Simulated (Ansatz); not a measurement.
The cluster Cd9O8⁺. The state is a doublet with charge 1. Geometry PBE-D4/def2-SVP; atoms count from 1.

```xyz
17

Cd    1.065    0.568    3.963
Cd   -0.577   -1.019    2.136
Cd    3.089   -1.232    0.559
Cd   -1.630   -2.164   -0.923
Cd    0.040    3.533    0.580
Cd   -1.913    0.666   -2.202
Cd   -2.908   -0.012    1.043
Cd    2.014    1.641    1.171
Cd    0.725   -0.003   -2.016
O    -1.091    1.433    0.201
O    -0.169   -2.837    0.696
O     1.918    1.978   -1.313
O    -3.160   -0.753   -1.013
O     1.104    2.960   -1.576
O     0.934   -2.930   -0.187
O     0.553   -2.352   -1.425
O     0.005    0.524    0.307
```

In the def2 sets Cd takes a core potential; there is no spin–orbit coupling. Single mean-field runs in def2-TZVP are fitted with def2-universal-jkfit. The structure holds 4 bonds between oxygen atoms, so isomers without such links may lie far lower. The structure comes from a short search, and lower isomers may exist.

**Question.** Estimate the Mulliken populations from the PBE0/def2-TZVP orbitals of Ansatz.

**Answer.** 
```
atom  charge (e)  spin (α − β)  d electrons
 Cd1        0.22          0.00         9.99
 Cd2        0.43          0.00        10.01
 Cd3        0.24          0.00        10.00
 Cd4        0.95          0.00        10.02
 Cd5        0.55         -0.02        10.01
 Cd6        0.45         -0.01        10.00
 Cd7        0.57         -0.01        10.00
 Cd8        0.32         -0.02        10.01
 Cd9        0.65         -0.01        10.02
 O10       -0.49          0.01            –
 O11       -0.48          0.00            –
 O12       -0.29          0.44            –
 O13       -0.88          0.00            –
 O14       -0.20          0.59            –
 O15       -0.02          0.01            –
 O16       -0.47          0.00            –
 O17       -0.56          0.01            –
```
Mulliken values depend strongly on the basis.

**Question.** Where does the spin sit?

**Answer.** Summed by element: Cd -0.07, O 1.07, of 1 unpaired in all. Largest on single atoms: O14 0.59, O12 0.44, Cd5 -0.02.

**Question.** And the Mayer bond orders between heavy atoms (over 0.3)?

**Answer.** Cd1–Cd2 0.38 (2.92 Å); Cd2–Cd7 0.75 (2.76 Å); Cd3–Cd8 0.39 (3.13 Å); Cd4–O11 0.34 (2.28 Å); Cd4–O13 0.65 (2.08 Å); Cd4–O16 0.37 (2.25 Å); Cd5–Cd8 0.68 (2.80 Å); Cd6–Cd9 0.80 (2.73 Å); Cd6–O13 0.41 (2.23 Å); Cd7–O13 0.45 (2.20 Å); O10–O17 0.83 (1.43 Å); O11–O15 0.88 (1.42 Å); O12–O14 1.27 (1.30 Å); O15–O16 0.87 (1.42 Å).
